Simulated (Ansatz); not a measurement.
The same molecule with X = O, S, Se, Te. Ansatz, PBE0-D4/def2-TZVP geometries, multiplicity 1.

Elements past krypton have def2 core potentials. Scalar relativity is left out up to krypton.

```json
{"X": "O", "molecule": "`[CH2]1[O][SnH2]1`", "mean X–C bond length / Å": "1.301", "mean X–Sn bond length / Å": "2.212", "LUMO energy (PBE0/def2-TZVPP) / eV": "-2.17", "HOMO–LUMO gap (PBE0/def2-TZVPP) / eV": "4.38", "zero-point energy (PBE0-D4/def2-TZVP) / kJ/mol": "108.8"}
{"X": "Se", "molecule": "`[CH2]1[Se][SnH2]1`", "mean X–C bond length / Å": "2.002", "mean X–Sn bond length / Å": "2.498", "LUMO energy (PBE0/def2-TZVPP) / eV": "-1.14", "HOMO–LUMO gap (PBE0/def2-TZVPP) / eV": "5.21", "zero-point energy (PBE0-D4/def2-TZVP) / kJ/mol": "105.4"}
{"X": "Te", "molecule": "`[CH2]1[SnH2][Te]1`", "mean X–C bond length / Å": "2.209", "mean X–Sn bond length / Å": "2.681", "LUMO energy (PBE0/def2-TZVPP) / eV": "-1.46", "HOMO–LUMO gap (PBE0/def2-TZVPP) / eV": "4.52", "zero-point energy (PBE0-D4/def2-TZVP) / kJ/mol": "103.7"}
```

Question: Give the row for X = S, `[CH2]1[S][SnH2]1`. (An estimate is asked.)

Answer: Computed: 
| X | molecule | mean X–C bond length / Å | mean X–Sn bond length / Å | LUMO energy (PBE0/def2-TZVPP) / eV | HOMO–LUMO gap (PBE0/def2-TZVPP) / eV | zero-point energy (PBE0-D4/def2-TZVP) / kJ/mol |
| --- | --- | --- | --- | --- | --- | --- |
| S | `[CH2]1[S][SnH2]1` | 1.841 | 2.379 | -1.03 | 5.58 | 107.3 |

From O to Te the mean X–C bond length rises at each step, by 0.908 Å in all; the mean X–Sn bond length rises at each step, by 0.469 Å in all; the LUMO energy (PBE0/def2-TZVPP) isn't monotonic: highest at S, lowest at O; the HOMO–LUMO gap (PBE0/def2-TZVPP) isn't monotonic: highest at S, lowest at O; the zero-point energy (PBE0-D4/def2-TZVP) falls at each step, by 5.1 kJ/mol in all. Bonds lengthen as the atom grows down the group.

Spin–orbit coupling is left out; it splits and shifts lone-pair levels of the heavy atoms by tenths of an eV.
